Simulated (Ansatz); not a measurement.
Relaxation of C2H3Se (6 atoms, charge 0, multiplicity 2), to a largest force component of 0.015 eV/Å in at most 40 steps.

Theory: Ansatz, UKS B3LYP-D4/def2-SVP.

```xyz
6
Properties=species:S:1:pos:R:3:forces:R:3
C -0.294 0.119 -0.684 -0.14 0.14 -0.76
C 0.050 -0.111 0.578 0.82 -0.20 1.23
Se 1.821 -0.138 1.203 0.01 0.03 -0.13
H -1.327 0.122 -0.992 -0.67 -0.01 -0.15
H 0.442 0.309 -1.447 0.47 0.11 -0.41
H -0.692 -0.301 1.342 -0.49 -0.07 0.22
```

Problem. Where does it end, and by what steps?

Solution. The forces met the threshold. After 4 steps the energy has fallen by 0.041 eV; H6 moved furthest, 0.03 Å.

```
step  energy less start (eV)  largest force component (eV/Å)  accepted
   0                  0.0000                           1.235       yes
   1                 -0.0354                           0.437       yes
   2                 -0.0400                           0.136       yes
   3                 -0.0407                           0.022       yes
   4                 -0.0408                           0.003       yes
```

```xyz
6
Properties=species:S:1:pos:R:3
C -0.292 0.119 -0.687
C 0.061 -0.115 0.601
Se 1.832 -0.134 1.187
H -1.344 0.122 -0.992
H 0.463 0.311 -1.455
H -0.720 -0.304 1.347
```

Run time: 16 s on 2 threads of Arm Neoverse V2, with other jobs on the host, peak memory 0.21 GiB.
